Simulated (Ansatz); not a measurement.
Computed with Ansatz.

A structure relaxed at PBE0-D4/def2-TZVP, charge 0, multiplicity 1:

| atom | x (Å) | y (Å) | z (Å) |
| --- | --- | --- | --- |
| C1 | 1.057 | 0.427 | -0.125 |
| C2 | -0.200 | -0.348 | -0.441 |
| F3 | -0.805 | 0.235 | -1.579 |
| Zn4 | -1.591 | -0.396 | 0.968 |
| H5 | 0.842 | 1.459 | 0.164 |
| H6 | 1.589 | -0.050 | 0.703 |
| H7 | 1.730 | 0.453 | -0.989 |
| H8 | 0.075 | -1.364 | -0.746 |
| H9 | -2.697 | -0.416 | 2.044 |

**Question.** Give its formula and SMILES.

**Answer.** C2H5FZn, `C[CH](F)[ZnH]`.

**Question.** Summarise the bond lengths by kind.

**Answer.** 1 × C–C 1.510 Å; 4 × C–H 1.092 to 1.097 Å; 1 × C–F 1.415 Å; 1 × C–Zn 1.981 Å; 1 × H–Zn 1.543 Å.
